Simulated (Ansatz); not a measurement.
Consider the ligand exchange at the Al–Te bond: `CB[Te][AlH2]` + `N[SiH2]F` → `F[SiH2][NH][AlH2]` + `CB[TeH]`.

Calculated with Ansatz (gas phase, PBE0-D4/def2-TZVP geometries, no zero-point term in ΔE). CCSD(T)/CBS is the MP2 limit (def2-TZVPP, def2-QZVPP) plus CCSD(T) − MP2 in def2-TZVPP, frozen cores. Functionals use def2-TZVPP. B3LYP here is the variant with VWN-RPA as its local correlation; programs differ in this. HSE06 is defined as in plane-wave codes. Elements past krypton have def2 core potentials. For Te outer-core shells are correlated without core-valence functions, which leaves a few kJ/mol of doubt a bond. One conformer a species, not always the lowest.

`CB[Te][AlH2]`:

```xyz
10

C    -0.742   -1.250   -0.282
B    -0.485   -0.170   -1.364
Te    0.554    1.704   -1.138
Al    1.215    1.576    1.305
H    -0.336   -1.057    0.710
H    -1.826   -1.400   -0.194
H    -0.356   -2.213   -0.641
H    -0.886   -0.323   -2.481
H     2.016    2.811    1.886
H     0.846    0.323    2.200
```

`N[SiH2]F`:

```xyz
7

N    -0.874    0.545    0.192
Si    0.485   -0.385   -0.213
F     1.742   -0.195    0.767
H    -1.490    0.288    0.945
H    -0.928    1.528   -0.017
H     0.951    0.032   -1.553
H     0.114   -1.814   -0.121
```

`F[SiH2][NH][AlH2]`:

Z-matrix (Å, degrees):
```
Si
N 1 1.707
F 1 1.603 2 112.0
H 1 1.480 2 108.3 3 117.8
H 1 1.482 2 111.3 3 -117.8
Al 2 1.790 1 128.8 3 -100.2
H 2 1.013 1 114.9 3 77.7
H 6 1.581 2 117.4 1 179.2
H 6 1.579 2 117.5 1 -1.4
```

`CB[TeH]`:

Z-matrix (Å, degrees):
```
C
B 1 1.554
H 1 1.097 2 109.3
H 1 1.097 2 109.1 3 -114.3
H 1 1.090 2 115.7 3 122.9
Te 2 2.120 1 125.5 3 -123.3
H 2 1.197 1 121.7 3 56.7
H 6 1.661 2 96.0 1 0.1
```

```
             level  ΔE (kJ/mol)  difference from CCSD(T)/CBS
       LDA (SPW92)          5.4                          1.7
            PBE-D4          8.3                          4.6
         revPBE-D4          6.2                          2.5
           BLYP-D4         -4.1                         -7.8
         r2SCAN-D4          2.2                         -1.5
            B97M-V         -8.9                        -12.6
           PBE0-D4         11.2                          7.5
          B3LYP-D4         -0.5                         -4.2
        r2SCANh-D4          4.0                          0.3
        r2SCAN0-D4          6.6                          2.9
          HSE06-D4         11.7                          8.0
          BHLYP-D4          3.0                         -0.7
      CAM-B3LYP-D4         -4.6                         -8.3
           ωB97M-V          0.0                         -3.7
            B2PLYP         -0.6                         -4.3
          PBE-QIDH          9.4                          5.7
               PBE          7.5                          3.8
            revPBE          7.7                          4.0
              BLYP         -4.9                         -8.6
            r2SCAN          2.0                         -1.7
             B3LYP         -1.7                         -5.4
           r2SCANh          3.8                          0.1
           r2SCAN0          6.3                          2.6
             HSE06         10.8                          7.1
             BHLYP          0.2                         -3.5
           LC-ωPBE          3.8                          0.1
RPA@PBE/def2-TZVPP         -8.2                        -11.9
       HF/def2-SVP          2.2                         -1.5
      MP2/def2-SVP         -2.2                         -5.9
     CCSD/def2-SVP         -6.1                         -9.8
     HF/def2-TZVPP          3.0                         -0.7
    MP2/def2-TZVPP          4.9                          1.2
SCS-MP2/def2-TZVPP         -0.2                         -3.9
   CCSD/def2-TZVPP         -2.1                         -5.8
CCSD(T)/def2-TZVPP         -1.6                         -5.3
     HF/def2-QZVPP          1.5                         -2.2
    MP2/def2-QZVPP          7.5                          3.8
SCS-MP2/def2-QZVPP          2.3                         -1.4
     MP2/CBS(def2)         10.3                          6.6
    CCSD/CBS(def2)          3.2                         -0.5
       CCSD(T)/CBS          3.7                            0
```

Largest T1 diagnostic among the species: 0.013.

At CCSD(T), def2-SVP lies −10.4 kJ/mol from the extrapolated value and def2-TZVPP −5.3 kJ/mol. From BLYP to BHLYP (50 % exact exchange), in def2-TZVPP and without D4, ΔE moves by +5.1 kJ/mol. Leaving LDA and LC-ωPBE aside and taking each functional with its dispersion term where it has one, the values spread over 20.6 kJ/mol, from B97M-V to HSE06-D4.
